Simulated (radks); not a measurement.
The numbers below are computed, except where a source is named.
All-electron atom: Ce34+ in [Ar] 3d6 (the NIST ground configuration).

Code: a radial shooting solver on a logarithmic mesh with Libxc functionals. Model: Dirac Kohn-Sham, LDA (Slater exchange, Perdew-Wang correlation), spin-unpolarised, spherical densities, finite nucleus; open shells are shared between the two j in proportion to 2j + 1; Fermi nuclear charge, rms radius 4.8771 fm.

Energy parts (eV):
total: -219869.73
kinetic: 237085.53
electron-nucleus: -496869.28
Hartree: 43992.73
exchange-correlation: -4078.71

Orbitals (lengths in bohr, moments of r in powers of bohr; <r^-3> diverges for s and p1/2; r(90%) holds 90 % of the orbital's charge):
\begin{tabular}{lrrrrr}
orbital & occ. & eigenvalue (eV) & <r^-3> & r(90%) & <r^2> \\ \hline
1s1/2 & 2 & -41743.06 & - & 0.0443 & 0.0008219 \\
2s1/2 & 2 & -7946.255 & - & 0.162 & 0.01289 \\
2p1/2 & 2 & -7601.628 & - & 0.144 & 0.009432 \\
2p3/2 & 4 & -7151.477 & 7148 & 0.152 & 0.01066 \\
3s1/2 & 2 & -2725.598 & - & 0.389 & 0.08096 \\
3p1/2 & 2 & -2586.061 & - & 0.380 & 0.07496 \\
3p3/2 & 4 & -2486.724 & 1625 & 0.394 & 0.08102 \\
3d3/2 & 2.4 & -2256.547 & 273.8 & 0.359 & 0.06318 \\
3d5/2 & 3.6 & -2234.061 & 249.4 & 0.364 & 0.06481 \\
4s1/2 & 0 & -1342.156 & - & 0.739 & 0.3088 \\
4p1/2 & 0 & -1284.106 & - & 0.741 & 0.3064 \\
4p3/2 & 0 & -1250.060 & 564.8 & 0.761 & 0.3235 \\
\end{tabular}

The highest occupied level is 3d5/2 at -2234.1 eV. The density falls to 0.001 e/bohr^3 at r = 0.82 bohr. The electron density at the nucleus is 3.804e+05 e/bohr^3. For comparison, the ionisation energy in NIST's Atomic Spectra Database is 2280 eV (theoretical). In exact Kohn-Sham theory the highest level is minus the ionisation energy, but local and semilocal functionals leave it too shallow, through self-interaction and a potential that decays too fast; potentials with the right tail come closer. Summed over all electrons, <r^2> = 1.110 bohr^2, which gives a Langevin (diamagnetic) susceptibility term of -0.879 x 10^-6 cm^3/mol.

Beside tabulated values, note that spin-unpolarised runs miss the spin-polarisation part of the exchange energy of open shells.
